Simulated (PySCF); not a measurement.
**Potential energy of HgSb⁺ along the bond**

Set-up: Hg def2-SVP with ECP60, Sb def2-SVP with ECP28; scalar-relativistic core potentials (PySCF 2.14). Energies in eV from Hg + Sb⁺ in their ground configurations at the same level. All curves are PBE0. state 1: ³Σ⁻ (triplet), unpaired electrons π ↑↑; state 2: Ms = 0 determinant of mixed spin (⟨S²⟩ near 1.0), unpaired electrons π ↑↓, a mixture of terms (⟨Lz²⟩ = 2.0), a second solution, started from another occupation; state 3: ³Π (triplet), unpaired electrons σ ↑, π ↑, a second solution, started from another occupation; state 4: singlet, one real π or δ orbital doubly filled, a mixture of terms (⟨Lz²⟩ = 2.0), a second solution, started from another occupation.

| R (Å) | state 1 | state 2 | state 3 | state 4 |
| --- | --- | --- | --- | --- |
| 2.409 | -1.049 | -0.712 | 0.9315 | 0.2234 |
| 2.521 | -1.409 | -1.064 | 0.3999 | -0.1110 |
| 2.633 | -1.591 | -1.241 | 0.0524 | -0.2711 |
| 2.717 | -1.650 | -1.296 | -0.1250 | -0.3147 |
| 2.801 | -1.663 | -1.305 | -0.2508 | -0.3134 |
| 2.885 | -1.643 | -1.281 | -0.3380 | -0.2806 |
| 2.997 | -1.582 | -1.216 | -0.4105 | -0.2049 |
| 3.137 | -1.475 | -1.104 | -0.4526 | -0.0811 |
| 3.305 | -1.327 | -0.949 | -0.4585 | 0.0842 |
| 3.529 | -1.129 | -0.742 | -0.4254 | 0.3015 |

Question: Put a parabola through the three lowest points of the state 1 curve and estimate Re, k and ωe (reduced mass 75.63 u; 1 eV/Å² = 0.16022 mdyn/Å; ωe = 1302.8·√(k/μ) cm⁻¹).

Answer: Through R = 2.717, 2.801, 2.885 Å the second-order coefficient is 2.34 eV/Å², so Re ≈ 2.792 Å, k ≈ 0.749 mdyn/Å and ωe ≈ 130 cm⁻¹. A polynomial fit of higher order to the unrounded PBE0 energies gives Re = 2.787 Å, k = 0.779 mdyn/Å, ωe = 132 cm⁻¹; anharmonicity and rounding make the difference.

The higher-order fit for each curve: state 1: Re = 2.787 Å, ωe = 132 cm⁻¹, De = 1.66 eV; state 2: Re = 2.778 Å, ωe = 134 cm⁻¹, minimum 1.31 eV below the ground-state fragments; state 3: Re = 3.245 Å, ωe = 65.6 cm⁻¹, minimum 0.461 eV below the ground-state fragments; state 4: Re = 2.755 Å, ωe = 139 cm⁻¹, minimum 0.319 eV below the ground-state fragments.

Closed-shell solutions of metal pairs were not tested for spin polarisation, which can lower them a little. Spin–orbit coupling is left out, which matters for elements this heavy, above all for dissociation energies. For an ion De counts to the pair picked by the measured ionisation energies or electron affinities, which need not be the lowest pair at this level. The state was picked by a PBE0 search and need not be the measured ground state.
